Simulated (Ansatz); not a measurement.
This geometry of H₄OSSi₂ (8 atoms, charge 0, multiplicity 1) is a first-order saddle point.

Theory: RKS PBE/def2-SVP (Ansatz).

```xyz
8
Properties=species:S:1:pos:R:3
O 0.014 2.001 -0.277
Si -0.380 0.474 0.823
Si 0.679 -1.444 0.123
S -1.382 -1.006 -0.459
H -0.540 1.982 -1.091
H -0.806 2.033 0.825
H 1.668 -1.449 -1.007
H 0.838 -2.648 1.007
```

Which two structures does it join? (They come from a converged band through this point; their orientation in space is the band's.)

Bonds broken: O1–Si2, Si2–H6. Bonds formed: O1–H6.

Image 0:

```xyz
8
Properties=species:S:1:pos:R:3
O -0.264 2.092 -0.540
Si -0.411 0.721 0.412
Si 0.656 -1.259 0.097
S -1.489 -0.995 -0.358
H -0.003 1.932 -1.465
H -0.849 1.241 1.740
H 1.505 -1.524 -1.116
H 0.947 -2.266 1.174
```

Image 8:

```xyz
8
Properties=species:S:1:pos:R:3
O -0.044 1.783 -0.069
Si -0.621 0.218 1.357
Si 0.680 -1.325 0.149
S -1.395 -0.941 -0.418
H -0.487 1.327 -0.831
H -0.593 2.574 0.111
H 1.650 -0.947 -0.940
H 0.901 -2.747 0.584
```

How far does it lie above each of them?

2.52 eV above the first and 1.20 eV above the second. This is the barrier of this one path; another mechanism may lie lower. The orbitals stay closed-shell, which can raise the energy where a bond breaks towards radicals; this wasn't checked here.

The run took 110 s on 2 threads of Intel(R) Xeon(R) Platinum 8488C (Sapphire Rapids), on a shared host, peak memory 0.14 GiB.
